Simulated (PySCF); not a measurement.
TeMe2, C2H6Te.
Bonds: Te1–C2, Te1–C6. Hydrogens: H3, H4, H5 on C2; H7, H8, H9 on C6.

Computed, not measured: PBE0-D3(BJ)/def2-SVP geometry optimisation, gas phase, def2 core potentials past Kr in PySCF 2.14.0.

**Question.** How far are the bound atoms from Te1?

**Answer.** 2 atoms: C6 2.152 Å, C2 2.152 Å. The nearest atom not counted as bound is H9, at 2.70 Å (others tie with it).

**Question.** What is the shape at Te1?

**Answer.** Bent: angle 93.7°.

**Question.** What are the other bond lengths?

**Answer.** C2–H3 and 5 like bonds 1.098 Å.

**Question.** What are the rotational constants (commonest isotopes, rigid rotor)?

**Answer.** A = 8200, B = 5985, C = 3623 MHz: an asymmetric top.

Point group: C2v (every atom within 0.08 Å of its image). Charge 0, singlet. Whether it is a minimum is left open (no frequencies).

The run took 22 s of wall time on Arm Neoverse N1, one thread, on a shared host, and the process peaked at 0.32 GiB of memory. That covers the optimisation of the geometry.
